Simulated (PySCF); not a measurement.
A GIAO shielding run with PySCF 2.14 (density fitting, non-relativistic, gas phase) on `N#CC1=C(CCl)[C@H]1[SiH2]Cl`, C5H5Cl2NSi:

```
$ OMP_NUM_THREADS=1 python probes_run.py task.json out

{"job": {"kind": "nmr", "xc": "PBE0", "basis": "pcSseg-1"}, "charge": 0, "multiplicity": 1}
N     -0.138793     3.425857    -1.338023
C      0.014732     2.328193    -1.030419
C      0.170444     1.010237    -0.684304
C      0.810578     0.016830    -0.121745
C      1.921872    -0.518243     0.646354
Cl     3.043888     0.785720     1.160107
C     -0.478327    -0.375476    -0.789628
Si    -2.023727    -0.782382     0.230873
Cl    -1.415213    -1.129718     2.123427
H      1.554731    -1.016387     1.547809
H      2.496864    -1.232421     0.050438
H     -0.388511    -0.862663    -1.759810
H     -2.945142     0.347780     0.249583
H     -2.624073    -1.997799    -0.306830
```

Hardware: 1 thread of an Intel Xeon, shared host. The job also computes population analyses, field gradients, ring-centre shieldings.

(1) How large is the calculation?

(2) How long does it take, and how much memory does it need?

Answers

(1) 90 electrons, 199 basis functions and 1096 auxiliary functions.

(2) 83 s of wall time, with 15 SCF cycles and 5 response iterations; peak memory 0.92 GiB. Times on a shared host scatter by some tens of per cent.
